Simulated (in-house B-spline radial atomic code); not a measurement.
A run on Sb (an excited or competing configuration) that did not converge. Method: scalar-relativistic (X2C) TPSSh, spin-polarised, spherical fractional occupations, exact exchange averaged over the configuration, Fermi nucleus of rms radius 4.6802 fm; computed with a B-spline radial code for spherical atoms.

Command:
```bash
python run_scf.py task.json out
```
Settings (nuclear radius in fm, mass in u):
```
Z                51
configuration    [Kr] 4d10 5s2 5p2 6f1
hamiltonian      x2c
method           tpssh
spin_polarised   True
nucleus          fermi
rms_radius       4.6802
atomic_mass      120.90381
speed_of_light   137.035999084
exact_exchange   averaged over the configuration
```

First and last ten iterations of the last attempt (damped for 15 steps, keeping 80 % of the old Fock matrix, then DIIS):
```
 iter        energy (Eh)    residual
    1       -6480.231234    8.43e-02
    2       -6480.235839    1.54e-03
    3       -6480.235872    1.08e-03
    4       -6480.235847    7.65e-04
    5       -6480.235820    5.48e-04
    6       -6480.235803    4.04e-04
    7       -6480.235795    3.08e-04
    8       -6480.235793    2.36e-04
    9       -6480.235793    1.82e-04
   10       -6480.235794    1.41e-04
  111       -6480.235829    2.98e-05
  112       -6480.235826    2.17e-05
  113       -6480.235826    2.43e-05
  114       -6480.235826    2.45e-05
  115       -6480.235826    2.56e-05
  116       -6480.235826    2.56e-05
  117       -6480.235826    2.51e-05
  118       -6480.235826    2.52e-05
  119       -6480.235826    2.51e-05
  120       -6480.235825    2.94e-05
 not converged after 120 iterations
```

The smallest residual met was 7.3e-06; the threshold is about 5e-07. Over the last five steps the energy moves by less than 3e-06 hartree, but the orbitals didn't meet the threshold. Time taken, with all properties: 14 s on 1 thread of Intel(R) Xeon(R) 6975P-C, on a shared host.
